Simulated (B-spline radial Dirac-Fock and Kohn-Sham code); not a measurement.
**Electron momentum distribution of Cd⁺: Compton profiles**

System: the Cd⁺ ion in the configuration [Kr] 4d10 5s1, inside a Watson sphere of charge -1 and radius 2.2 Å (a model of the Madelung potential; inside it an electron's potential energy is raised by 6.5 eV).

Level of theory: the impulse approximation on Dirac-Fock densities; a radial B-spline solver. pz is in atomic units of momentum; subshell profiles are per electron, for a selection of subshells; open shells are spread over both j values by their weights.

| pz | J total | J 4p3/2 | J 4d5/2 | J 5s1/2 |
| --- | --- | --- | --- | --- |
| 0 | 7.405 | 0.237 | 0.225 | 1.29 |
| 0.1 | 7.314 | 0.237 | 0.225 | 1.20 |
| 0.14 | 7.232 | 0.237 | 0.225 | 1.12 |
| 0.2 | 7.077 | 0.237 | 0.225 | 0.979 |
| 0.29 | 6.808 | 0.237 | 0.225 | 0.731 |
| 0.41 | 6.465 | 0.236 | 0.225 | 0.430 |
| 0.59 | 6.091 | 0.233 | 0.224 | 0.157 |
| 0.83 | 5.757 | 0.223 | 0.218 | 0.0484 |
| 1.2 | 5.162 | 0.194 | 0.194 | 0.0384 |
| 1.7 | 4.092 | 0.135 | 0.143 | 0.0233 |
| 2.4 | 2.778 | 0.0602 | 0.0747 | 0.00546 |
| 3.4 | 1.800 | 0.0152 | 0.0227 | 0.00199 |
| 4.9 | 1.244 | 0.00916 | 0.00386 | 0.00139 |
| 7 | 0.7999 | 0.00553 | 0.00254 | 0.000264 |
| 9.9 | 0.4360 | 0.00105 | 0.00168 | 0.000137 |
| 14 | 0.2135 | 0.000418 | 0.000527 | 6.59e-05 |
| 20 | 0.09214 | 0.000299 | 8.59e-05 | 8.25e-06 |
| 29 | 0.03391 | 8.43e-05 | 7.50e-06 | 3.79e-06 |
| 41 | 0.01212 | 1.43e-05 | < 1e-6 | 2.38e-06 |
| 58 | 0.003746 | 1.69e-06 | < 1e-6 | < 1e-6 |
| 83 | 0.0009167 | < 1e-6 | < 1e-6 | < 1e-6 |

J(0) = 7.405. The 4d5/2 subshell gives the largest part, 18 %.

Mean momentum ⟨p⟩ by subshell (a.u.): 1s1/2 43.7, 2s1/2 15.4, 2p1/2 20.6, 2p3/2 19.7, 3s1/2 7.34, 3p1/2 8.77, 3p3/2 8.50, 3d3/2 10.1, 3d5/2 9.96, 4s1/2 3.21, 4p1/2 3.50, 4p3/2 3.39, 4d3/2 3.16, 4d5/2 3.11, 5s1/2 0.810.

Values without a named source are computed, but for edge energies of neutral atoms, which are taken from tables.
